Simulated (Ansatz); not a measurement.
```yaml
crystal:
  periodic: [false, false, false]
  atoms:
    - {symbol: S, position_ang: [-0.749546, 0.626106, -1.343920]}
    - {symbol: Si, position_ang: [-0.727321, 0.444457, 0.860145]}
    - {symbol: B, position_ang: [0.525037, -0.583495, -0.565743]}
    - {symbol: B, position_ang: [-0.077138, -1.308994, 0.739102]}
    - {symbol: H, position_ang: [0.026943, 1.711375, -1.601376]}
    - {symbol: H, position_ang: [-0.657417, 1.818606, 1.436788]}
    - {symbol: H, position_ang: [1.594887, -0.591022, -1.094462]}
    - {symbol: H, position_ang: [0.156656, -2.174133, 1.513666]}
basis:
  gaussian: {orbitals: def2-TZVPD}
hamiltonian: {xc: {name: r2SCANh}}
```

```sh
$ ansatz run in.yaml --threads 2 --pin off --events-out ev --progress --plain --max-ram 4352MiB
```

Shortened log:

```
Functional definition: r2SCANh
1102 factors; their error is unknown
mean field evaluation 1: about -20117.8272 eV, gradient 5.4e1 eV
mean field evaluation 2: about -20066.3712 eV, gradient 1.2e2 eV
mean field evaluation 4: about -20127.6668 eV, gradient 6.3e0 eV
mean field evaluation 8: about -20127.7807 eV, gradient 1.9e-1 eV
mean field evaluation 16: about -20127.7811 eV, gradient 5.0e-4 eV
mean field -20127.78113928 eV, -739.6823137686 hartree, gradient 1.6e-5 eV, S^2 0.000000; 0 other end points of the search recorded, 0 dependent functions left out
reference -20127.78115685 eV, -739.6823144141 hartree; 22, 22 occupied and 177, 177 virtual orbitals, 1102 factors
Total energy: -20127.78115685 eV, -739.6823144141 hartree
```

It took 7 s on 2 threads of an Arm Neoverse V1 on a shared host, with 0.38 GiB of host memory at the peak.
